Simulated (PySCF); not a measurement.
Input for PySCF: R-HF/3-21G on CH5BSe (SMILES CB[SeH]), a point of a torsion scan.

```python
from pyscf import gto, scf, dft, mp
from pyscf.data.elements import chemcore

mol = gto.M(
    atom='''
    C    -0.91297471   -0.18040318    0.20257008
    B     0.28453523    0.82553227    0.06505509
    Se    2.09721698    0.26736298    0.11451290
    H    -1.22007766   -0.45522683   -0.80815273
    H    -0.67625034   -1.10580886    0.72640532
    H    -1.79031371    0.25912590    0.67346708
    H     0.10429757    1.92087688   -0.31142332
    H     1.95813508   -0.89397882    0.96306939
    ''',
    basis='3-21g',
    charge=0, spin=0, verbose=3, max_memory=1800)
mf = scf.RHF(mol)
mf.conv_tol = 1e-8
mf.max_cycle = 100
mf.kernel()
if not mf.converged:
    mf = mf.newton().run(mf.mo_coeff, mf.mo_occ)
```

Program output:

```
converged SCF energy = -2453.58547615417
```

Self-consistency was reached.

Cost: about 0.3 core-seconds (a rough figure).
